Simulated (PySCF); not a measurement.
Cd(OMe)(SeH) (CH₄CdOSe), SMILES C[O][Cd][SeH].

Geometry optimised at B3LYP-D3(BJ)/def2-SVP. The def2 effective core potentials stand for the cores of Cd; spin–orbit coupling is left out. The values are those of a single conformer.

Two levels are set side by side: TDA-PBE/def2-SVPD (PySCF) and TDA-M06-2X/def2-SVPD (PySCF). Vertical, same geometry. The lowest singlet is HOMO→LUMO 100 % with PBE and HOMO→LUMO 96 % with the other functional; states are paired by order. Differences are taken from unrounded values.

| quantity | TDA-M06-2X |
|---|---|
| lowest singlet excitation (eV) | 4.30 |
| lowest triplet excitation (TDA) (eV) | 4.00 |
| first bright state (f over 0.05) (eV) | 5.22 |
| its oscillator strength | 0.12 |

What does TDA-PBE give, and how far is it from TDA-M06-2X? (Estimate from the structure and the level; the computed values follow.)


```tsv
quantity	TDA-PBE	TDA-PBE minus TDA-M06-2X
lowest singlet excitation (eV)	3.45	-0.85
lowest triplet excitation (TDA) (eV)	3.13	-0.87
first bright state (f over 0.05) (eV)	4.26	-0.96
its oscillator strength	0.06	-0.05
```

Functionals without exact exchange tend to place singlet excitations lower, as here. Differences between two approximate levels are no errors against the true value.

Rough cost on one machine, each run with all the roots and properties that it gave: TDA-M06-2X against TDA-PBE about 6 times.
